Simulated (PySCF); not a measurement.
# C3H3Cl3Si: full NMR table

- Formula: C3H3Cl3Si
- SMILES: C=C=C[Si](Cl)(Cl)Cl
- InChI: InChI=1S/C3H3Cl3Si/c1-2-3-7(4,5)6/h3H,1H2
- Point group of the computed structure: C1
- Degrees of unsaturation: 2
- Carbon signals: 3
- Proton signals: 2

Atom-mapped SMILES (the numbers label the heavy atoms): `[CH2:1]=[C:2]=[CH:3][Si:4]([Cl:5])([Cl:6])[Cl:7]`. Hydrogens are named by the atom that carries them.

Theory: NMR shieldings at PBE0/pcSseg-1/GIAO, structure optimised with GFN2-xTB, in PySCF 2.14.0 with density-fitted response routines (fast rotation and ring inversion assumed for equivalent nuclei, one conformer, no relativistic terms, in vacuum).

References, each an isolated molecule treated in the same way: TMS for $^{1}$H (31.72 ppm) and $^{13}$C (186.93 ppm) and $^{29}$Si (349.16 ppm).

```tsv
carbon	δC, type	δH (multiplicity)	HMBC from (2–3 bonds)	span of the C tensor (ppm)
C1	76.1, CH2	4.98 (m)	H(C3)	151
C2	227.2, C	–	H(C3), H(C1)	93
C3	89.4, CH	5.37 (m)	H(C1)	129
```

Other nuclei:
```csv
atoms,nucleus,environment,δ (ppm),σ (ppm)
Si4,$^{29}$Si,"silicon bonded to C, 3 Cl",13.2,335.9
```

Carbon types of the structure: 1 × C, 1 × CH, 1 × CH2, which accounts for all hydrogens. δC 227.2: central carbon of an allene; the central sp carbon of an allene is among the most deshielded carbons of hydrocarbons. δC 89.4, 76.1: terminal carbon of a cumulated C=C=C unit. δH 5.37, 4.98: hydrogen on a terminal carbon of a cumulated C=C=C unit; attached to an sp2 carbon and in the plane of the double bond.

Shifts are as computed. Against solution values, carbons near 30 ppm lie about +3 ppm off and those near 130 ppm about +5 ppm. Of 246 compounds with measured shifts, 49 miss one by over three times the rms of a fit or turn the order of signals round; such compounds aren't used in these exercises. No couplings were computed; multiplicities are counted from neighbouring protons, with m where these are inequivalent, close in shift, in a saturated or five-membered ring or joined by F or P, and br s for small geminal =CH2 splittings.
